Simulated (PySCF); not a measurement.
# Au: electron affinity

Au⁻ [Xe] 4f14 5d10 6s2 (1S) → Au [Xe] 4f14 5d10 6s1 (2S), as a difference of total energies. All numbers are calculated (PySCF 2.14, scalar relativity through the core potential, in aug-cc-pwCVDZ-PP with ECP60MDF (6s6p5d3f, 70 functions)). Correlated levels: valence: 5s2 5p6 frozen. The calculations carry no spin-orbit coupling.

```csv
method,electron affinity (eV),error (eV)
UHF,0.624,-1.685
MP2 (valence),2.093,-0.216
SCS-MP2 (valence),2.053,-0.256
CCSD (valence),1.962,-0.347
CCSD(T) (valence),2.096,-0.213
```

Reference: 2.309 eV (measured; photodetachment measurements, as compiled on the Wikipedia data page of electron affinities).

Errors of the correlated levels include the incompleteness of this basis and the frozen core.

The coupled-cluster amplitudes are large for Au⁻ (T1 above 0.03 or a double amplitude above 0.15), so a single reference is strained.
